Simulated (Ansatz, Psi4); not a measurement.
Here is a job for Ansatz (an electronic-structure program).
Ansatz 0.2 input:
```yaml
crystal:
  periodic: [false, false, false]
  atoms:
    - {symbol: Si, position_ang: [-1.21110000, 0.12330000, 0.02170000]}
    - {symbol: Ge, position_ang: [1.10560000, -0.10820000, -0.02010000]}
    - {symbol: H, position_ang: [-1.78150000, -0.70980000, 1.08100000]}
    - {symbol: H, position_ang: [-1.58220000, 1.51630000, 0.26670000]}
    - {symbol: H, position_ang: [-1.77570000, -0.29520000, -1.26210000]}
    - {symbol: H, position_ang: [1.61100000, -1.42550000, -0.54140000]}
    - {symbol: H, position_ang: [1.84580000, 0.89320000, -0.85840000]}
    - {symbol: H, position_ang: [1.78820000, 0.00600000, 1.31260000]}
basis:
  gaussian:
    orbitals: def2-SVP
hamiltonian:
  xc: revpbe
total_charge: -1
magnetization: {spin_polarized: true, initial_magnetization: 1}
accuracy: high
```

Write the same job for Psi4.

Several could match; the one computed here: 
```
memory 2 GB

molecule {
-1 2
Si   -1.21110000    0.12330000    0.02170000
Ge    1.10560000   -0.10820000   -0.02010000
H    -1.78150000   -0.70980000    1.08100000
H    -1.58220000    1.51630000    0.26670000
H    -1.77570000   -0.29520000   -1.26210000
H     1.61100000   -1.42550000   -0.54140000
H     1.84580000    0.89320000   -0.85840000
H     1.78820000    0.00600000    1.31260000
}

set {
  basis def2-svp
  reference uks
  scf_type pk
  puream true
  d_convergence 1e-8
  dft_radial_points 99
  dft_spherical_points 590
}

energy('revpbe')
print_variables()
```

Both were run: Ansatz gave -2369.418125 Eh and Psi4 -2369.418124 Eh, 0.002 mEh apart.
